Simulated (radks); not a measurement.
All-electron atom: the platinum ion Pt2+ in [Xe] 4f14 5d8. Calculated with a radial shooting solver on a logarithmic mesh with Libxc functionals: Dirac Kohn-Sham, PBE, spin-unpolarised, spherical densities, finite nucleus; open shells fill j = l - 1/2 first; Fermi nuclear charge, rms radius 5.427 fm.

Spin-orbit splittings of the eigenvalues, e(l+1/2) - e(l-1/2), with zeta = 2 splitting/(2l+1) and mean radii in bohr:

| shell | occ. | splitting (eV) | zeta (eV) | <r> j=l-1/2 | <r> j=l+1/2 |
|---|---|---|---|---|---|
| 2p | 6 | 1729 | 1153 | 0.05906 | 0.06749 |
| 3p | 6 | 380.0 | 253.4 | 0.1768 | 0.1923 |
| 3d | 10 | 81.92 | 32.77 | 0.1676 | 0.1723 |
| 4p | 6 | 90.50 | 60.33 | 0.4179 | 0.4517 |
| 4d | 10 | 16.83 | 6.733 | 0.4617 | 0.4729 |
| 4f | 14 | 3.454 | 0.9869 | 0.5125 | 0.5198 |
| 5p | 6 | 15.00 | 9.997 | 1.033 | 1.130 |
| 5d | 8 | 1.499 | 0.5997 | 1.528 | 1.583 |
